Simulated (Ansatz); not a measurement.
Isolated molecules relaxed with PBE0-D4/def2-TZVP in Ansatz; ΔE leaves out vibrations. CBS: MP2 limit from def2 TZ/QZ plus the TZ coupled-cluster correction, frozen cores. This one scheme is used for every species, atoms too. Functionals use def2-TZVPP. Open shells (•) are unrestricted, without spin–orbit coupling. Spin–orbit coupling would lower the free atoms: a little for B, F; clearly for Ge. For Ge outer-core shells are correlated without core-valence functions, so the limit isn't a true one: a few kJ/mol of doubt a bond, and 10 to 20 or more in all where bonds break to atoms. Scalar relativity is left out up to krypton.

`F[B]1[NH][GeH2]1` → B• + F• + Ge• + 3 H• + N•  (atomization)

`F[B]1[NH][GeH2]1`:

```xyz
7

F     0.450    2.023   -1.333
B     0.197    0.957   -0.602
N    -0.399    0.634    0.576
Ge    0.244   -1.004   -0.199
H    -0.878    1.065    1.351
H     1.290   -1.688    0.700
H    -0.904   -1.986   -0.493
```

Q: What is ΔE at CCSD(T)/CBS? (Estimate.)

A: The calculation gave: +582.0 kcal/mol.

Q: What do these levels give: BLYP-D4, B97M-V, PBE0-D4, r2SCANh-D4, BHLYP-D4, B2PLYP, CAM-B3LYP, HF/def2-SVP, CCSD/def2-SVP, CCSD(T)/def2-TZVPP, HF/def2-QZVPP, SCS-MP2/def2-QZVPP? (Best estimate.)

A: The calculation gave: BLYP-D4 585.6, B97M-V 589.9, PBE0-D4 583.1, r2SCANh-D4 580.7, BHLYP-D4 559.8, B2PLYP 577.7, CAM-B3LYP 584.2, HF/def2-SVP 404.9, CCSD/def2-SVP 536.9, CCSD(T)/def2-TZVPP 566.2, HF/def2-QZVPP 402.1, SCS-MP2/def2-QZVPP 586.4 kcal/mol.

Largest T1 diagnostic among the species: 0.014.

From BLYP to BHLYP (50 % exact exchange), in def2-TZVPP and without D4, ΔE moves by −23.2 kcal/mol: exact exchange takes away binding that semilocal exchange gives to molecules. At CCSD(T), def2-SVP lies −36.8 kcal/mol from the extrapolated value and def2-TZVPP −15.9 kcal/mol: correlation converges slowly with the basis, and small sets miss more of it in the bonded molecule than in its fragments. In def2-TZVPP, CCSD(T) changes the Hartree–Fock value by +164.8 kcal/mol (the triples alone add +11.7 kcal/mol) and MP2 by +179.8 kcal/mol; breaking electron pairs costs correlation energy, which Hartree–Fock lacks.

For atomizations the MP2-based limit and the directly extrapolated one differ by several kJ/mol either way, and by 10 to 25 for some Ge, Se and Sn compounds, so smaller differences from it don't rank the levels.
